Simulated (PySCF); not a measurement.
SMILES CC[SiH](Cl)CC, singlet at its GFN2-xTB optimised geometry (Å):

```
17

Si    -0.7975    -0.7010     0.0000
Cl     1.2300    -0.7010     0.0000
C     -1.4121    -1.5938     1.5670
C     -0.9415    -0.9245     2.8546
C     -1.4122    -1.5936    -1.5671
C     -0.9393    -0.9257    -2.8546
H     -1.2300     0.7010     0.0000
H     -2.5021    -1.6317     1.5658
H     -1.0684    -2.6304     1.5646
H     -1.3114     0.0964     2.9137
H      0.1446    -0.8935     2.8944
H     -1.2995    -1.4679     3.7271
H     -2.5023    -1.6294    -1.5668
H     -1.0704    -2.6308    -1.5639
H      0.1469    -0.8976    -2.8940
H     -1.3065     0.0962    -2.9141
H     -1.2983    -1.4684    -3.7272
```

Method: PBE0/def2-SVP run with PySCF 2.14.0. Cells within 0.4 Å of a nucleus heavier than hydrogen are left out (blank, or x).

Map of the Laplacian of the electron density (e/bohr⁵) on the plane z = 1.2 Å:

```
|33333333333333333333333333333|
|33333333333333333333333333333|
|33333333333333333333333333333|
|33333333333333333333333333333|
|33333333333333333333333333333|
|33333333333333333333333333333|
|33333333333333333333333333333|
|33333333333333333333333333333|
|33333333333333333333333333333|
|33333333333333333333333333333|
|33333333333333333333333333333|
|33333333333333333333333333333|
|33333333333333333333333333333|
|33333333333333333333333333333|
|33333333333333333333333333333|
|33333333444433333444433333333|
|33333344444443334444443333333|
|33334444433344334444443333333|
|33344444333344434444443333333|
|33444433102344433444433333333|
|33443232x51344433333333333333|
|33443333952444333333333333333|
|33444444323444333333333333333|
|33344444433444333333333333333|
|33334444422443333333333333333|
|33333344433443333333333333333|
|33333334444433333333333333333|
|33333333333333333333333333333|
|33333333333333333333333333333|
```
Scale: ten equal steps from -0.704 (start of '0') to 1.17 (end of '9'), in the order '0123456789'; x runs from -3.50 to 3.50, y from -3.50 (bottom) to 3.50 (top).
